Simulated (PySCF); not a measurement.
Working out the ionisation energy of Se²⁺

Se²⁺ [Ar] 3d10 4s2 4p2 (3P) → Se³⁺ [Ar] 3d10 4s2 4p1 (2P). Calculation: PySCF 2.14, in x2c-TZVPPall (6s5p4d1f, 48 functions); scalar relativity by spin-free X2C-1e. Frozen: [Ar] 3d10. Energies in hartree (1 hartree = 27.21139 eV):

```tsv
part	Se²⁺ (lower)	Se³⁺ (upper)
UHF	-2426.986238	-2425.847315
CCSD correlation	-0.072432	-0.056799
(T)	-0.001491	-0.000671
```

What does Hartree-Fock give?

(-2425.847315) − (-2426.986238) = 1.138923 hartree = 30.992 eV.

What do CCSD and CCSD(T) give?

The CCSD correlation energies differ by 0.015633 hartree = 0.425 eV and the triples by 0.000820 hartree = 0.022 eV, so CCSD gives 31.417 eV and CCSD(T) 31.439 eV.

A first-order spin-orbit estimate adds -0.041 eV to CCSD(T) (valence), giving 31.398 eV against 31.697 ± 0.019 eV (measured; NIST Atomic Spectra Database, ionization energies).

What remains against the reference includes basis incompleteness, the frozen core and higher excitations.
